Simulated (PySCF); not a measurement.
Compound: C5H10OSi.
Atom-mapped SMILES: `[CH3:1][O:2][SiH:3]1[CH2:4][CH:5]=[CH:6][CH2:7]1` (hydrogens: H8, H9, H10 on C1; H11 on Si3; H12, H13 on C4; H14 on C5; H15 on C6; H16, H17 on C7)

Structure used (PBE0-D3(BJ)/def2-SVP), in Å, numbered top down from 1:
```xyz
17
C5H10OSi angstrom
C      2.4269    1.0721   -0.9789
O      1.4404    0.0880   -0.8786
Si     0.4610   -0.1385    0.4533
C     -0.8948    1.1738    0.6273
C     -2.1341    0.3953    0.2667
C     -2.0370   -0.9216    0.0272
C     -0.6903   -1.5913    0.1179
H      1.9954    2.0877   -1.0582
H      3.0240    0.8901   -1.8856
H      3.1157    1.0652   -0.1127
H      1.3343   -0.2585    1.6654
H     -0.7410    2.0342   -0.0481
H     -0.9630    1.5955    1.6459
H     -3.1017    0.9062    0.2043
H     -2.9232   -1.5108   -0.2340
H     -0.6663   -2.3577    0.9123
H     -0.4193   -2.1083   -0.8188
```

The closed-shell ground state was solved at several levels (PySCF, density fitting, gas phase, non-relativistic).

| level | basis functions | HOMO (eV) | LUMO (eV) | gap (eV) | dipole (D) |
| --- | --- | --- | --- | --- | --- |
| CAM-B3LYP/pcSseg-1 | 176 | -8.34 | 1.78 | 10.12 | 1.04 |
| PBE0/pcSseg-1 | 176 | -7.05 | 0.56 | 7.61 | 0.99 |

**Question.** Estimate the row for wB97X-D/def2-SVPD, a basis of 227 functions; the other rows only guide the guess.

**Answer.** HOMO -8.91 eV, LUMO 2.27 eV, gap 11.18 eV, dipole 0.85 D.

**Question.** Over all these levels, which gives the widest orbital gap and which the narrowest?

**Answer.** wB97X-D/def2-SVPD (range-separated hybrid) has the widest, 11.18 eV, and PBE0/pcSseg-1 (global hybrid, 25 % exact exchange) the narrowest, 7.61 eV. Functional and basis both differ between the two, so the spread mixes both effects.

**Question.** How far do the dipole and the HOMO energy spread over the levels?

**Answer.** The dipole runs from 0.85 to 1.04 D (mean 0.96 D) and the HOMO from -8.91 to -7.05 eV.

One conformer stands for the species.
